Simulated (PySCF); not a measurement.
How methods differ on the excitation energy of Bi

Bi [Xe] 4f14 5d10 6s2 6p3 (4S) → Bi [Xe] 4f14 5d10 6s2 6p2 6d1 (high-spin determinant), as a difference of total energies. Calculation: PySCF 2.14, in aug-cc-pVQZ-DK3; the spin-free X2C one-electron Hamiltonian (Gaussian nucleus). Correlated levels: valence: [Xe] 4f14 5d10 frozen. The calculations carry no spin-orbit coupling.

```csv
method,excitation energy (cm⁻¹)
UHF,56870
MP2 (valence),57504
SCS-MP2 (valence),57392
CCSD (valence),56810
CCSD(T) (valence),56626
```

Spin-orbit coupling is strong in these open shells (close to jj coupling). The scalar numbers leave it out and a first-order estimate fails, so it can dominate the gap to the real levels.

The promoted electron is Rydberg-like, and one or two diffuse shells describe it only roughly, which tends to raise the upper state.

The coupled-cluster amplitudes are large for the upper state (T1 above 0.03 or a double amplitude above 0.15), so a single reference is strained.

The determinant of the upper state mixes LS terms, which raises its energy above the lowest term, most at the Hartree-Fock and MP2 levels.
